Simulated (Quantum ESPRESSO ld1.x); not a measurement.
Task: All-electron atom: Tc36+ in [He] 2s2 2p3. Method: scalar-relativistic Kohn-Sham, LDA (Slater exchange, Perdew-Zunger correlation), spin-polarised, spherical densities, point nucleus; open shells are filled with parallel spins first; computed with ld1.x of Quantum ESPRESSO 7.5. Some entries of the table are withheld. Estimate them.

orbital,occ.,eigenvalue (eV),r(max) (bohr),<r^2> (bohr^2)
1s up,1,-23489.0,0.022,(1)
1s down,1,-23456.7,0.022,(2)
2s up,1,-5269.04,(3),0.02398
2s down,1,-5220.68,(4),0.02417
2p up,3,-5029.01,0.097,(5)
2p down,0,-4970.43,0.097,(6)

Result: 
(1) 1s up <r^2> (bohr^2): 0.001581
(2) 1s down <r^2> (bohr^2): 0.001577
(3) 2s up r(max) (bohr): 0.123
(4) 2s down r(max) (bohr): 0.123
(5) 2p up <r^2> (bohr^2): 0.01834
(6) 2p down <r^2> (bohr^2): 0.01855
